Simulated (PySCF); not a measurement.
Compound: C8H7O (doublet state).
Geometry (GFN2-xTB, Å), atoms numbered from 1 in this order:
```xyz
16
C8H7O angstrom
C      2.8449   -1.1991   -0.7414
C      1.7419   -0.8350   -0.4281
C      0.4500   -0.4470   -0.0512
C     -0.0923    0.7887   -0.1709
C      0.5757    1.9505   -0.7187
O      0.0858    3.0518   -0.8223
C     -1.5040    0.8142    0.3442
C     -1.7266   -0.5803    0.7864
C     -0.5236   -1.4140    0.5593
H      3.8108   -1.4984   -1.0211
H      1.6141    1.7491   -1.0508
H     -1.6155    1.5499    1.1537
H     -2.2046    1.1397   -0.4382
H     -2.6382   -0.9446    1.2152
H     -0.1187   -1.8507    1.4838
H     -0.7070   -2.2661   -0.1112
```

The hyperfine couplings belong to this conformer and change with its torsions.

The species is `C#CC1=C(C=O)C[CH]C1` [radical].

The calculation used UKS B3LYP, pcH-1 on C H O, non-relativistic, mean-field spin-orbit, GIAO (PySCF 2.14.0). Isolated species at its GFN2-xTB geometry (one conformer only). Couplings are sensitive to structure, and on GFN2-xTB geometries they can be far from those on DFT ones. No stability test was run, so a lower SCF solution isn't excluded.

The Mulliken spin populations are largest on C8 (+1.03), C7 (-0.09) and C9 (-0.09). No atom but C8 exceeds +0.15. The angles at C8 add up to 360.0°, so it is planar; its axial dipolar tensor and the negative coupling of its proton fit spin in a p orbital normal to that plane.

(1) McConnell's relation a(H) = Q·ρ ties the coupling of a proton on a planar π carbon to the spin population of that carbon. What Q do the computed values give?

(2) How do the β-proton couplings of this frozen conformer go with θ, the angle between the C–H bond and the normal to the plane of the spin centre's three neighbours, both seen down the bond from centre to carbon?

Results:

(1) 
| H | C | ρ(C) | a(H) (G) | a/ρ (G) |
| --- | --- | --- | --- | --- |
| H14 | C8 | +1.028 | -22.92 | -22.3 |

One proton gives one ratio, Q = -22.3 G, and no test of linearity. In every row coupling and population have opposite signs.

(2) 
```tsv
β H	on	centre	θ (°)	cos²θ	a (G)
H12	C7	C8	30	0.75	+43.29
H13	C7	C8	30	0.75	+43.10
H15	C9	C8	30	0.75	+42.20
H16	C9	C8	30	0.75	+42.02
```

Couplings in gauss use g_iso = 2.0026.

On an Intel Xeon at 2.50 GHz with one thread, shared host with 64 logical CPUs at a one-minute load of 59, this took 3.6 min wall, 3.2 min CPU (with the writing of density and orbital grids) and 1.1 GiB of memory at its peak.
